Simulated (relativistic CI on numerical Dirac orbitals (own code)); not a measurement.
## d3 in a ligand field

Computed with a parametric ligand-field model of a d^n configuration (Racah B and C, spin-orbit zeta, crystal field), exact diagonalisation.

Field parameters in Wybourne normalisation: Oh B⁴₀ = 21Dq, B⁴₄ = √(5/14) B⁴₀; Td as Oh with Dq negative (B⁴₀ = 21Dq, B⁴₄ = √(5/14) B⁴₀). The field is a parameter set, without covalency.

**Question.** Ground term and bands for B = 690, C = 2470, ζ = 0 cm⁻¹, Td, 10Dq = -2300 cm⁻¹?

**Answer.** Ground term 4T1 with 1.86 electrons in the two orbitals of the cubic e set. Spin-allowed: 4T2 1912 cm⁻¹, 4A2 4212 cm⁻¹ (2374 nm), 4T1 11873 cm⁻¹ (842 nm). Lowest spin-forbidden: 2E 9596 cm⁻¹ (1042 nm), 2T2 10872 cm⁻¹ (920 nm), 2T1 11009 cm⁻¹ (908 nm).

**Question.** Ground term and bands for B = 720, C = 3480, ζ = 0 cm⁻¹, Oh, 10Dq = 35900 cm⁻¹?

**Answer.** Ground term 4A2 with 0.00 electrons in the two orbitals of the cubic e set. Spin-allowed: 4T2 35900 cm⁻¹ (279 nm), 4T1 43919 cm⁻¹ (228 nm), 4T1 74581 cm⁻¹ (134 nm). Lowest spin-forbidden: 2E 16126 cm⁻¹ (620 nm), 2T1 16621 cm⁻¹ (602 nm), 2T2 25581 cm⁻¹ (391 nm). With an A2 ground term the first spin-allowed band lies at |10Dq| itself.

**Question.** A d3 ion in Td symmetry has the ground term 4T1 and bands at 4T2 7056 cm⁻¹ (1417 nm), 2E 13288 cm⁻¹ (753 nm), 4A2 15206 cm⁻¹ (658 nm), 2T1 19419 cm⁻¹ (515 nm), 2T2 19809 cm⁻¹ (505 nm), 4T1 20362 cm⁻¹ (491 nm). Which parameters reproduce them?

**Answer.** B = 960, C = 4770, ζ = 0 cm⁻¹, Td, 10Dq = -8150 cm⁻¹.

**Question.** Ground term and bands for B = 610, C = 2720, ζ = 0 cm⁻¹, Oh, 10Dq = 33050 cm⁻¹?

**Answer.** Ground term 4A2 with 0.00 electrons in the two orbitals of the cubic e set. Spin-allowed: 4T2 33050 cm⁻¹ (303 nm), 4T1 39892 cm⁻¹ (251 nm), 4T1 68408 cm⁻¹ (146 nm). Lowest spin-forbidden: 2E 13006 cm⁻¹ (769 nm), 2T1 13414 cm⁻¹ (745 nm), 2T2 20796 cm⁻¹ (481 nm). With an A2 ground term the first spin-allowed band lies at |10Dq| itself.

**Question.** Ground term and bands for B = 390, C = 1990, ζ = 0 cm⁻¹, Td, 10Dq = -3800 cm⁻¹?

**Answer.** Ground term 4T1 with 1.92 electrons in the two orbitals of the cubic e set. Spin-allowed: 4T2 3315 cm⁻¹ (3017 nm), 4A2 7115 cm⁻¹ (1406 nm), 4T1 8680 cm⁻¹ (1152 nm). Lowest spin-forbidden: 2E 5114 cm⁻¹ (1955 nm), 2T1 8031 cm⁻¹ (1245 nm), 2T2 8235 cm⁻¹ (1214 nm).
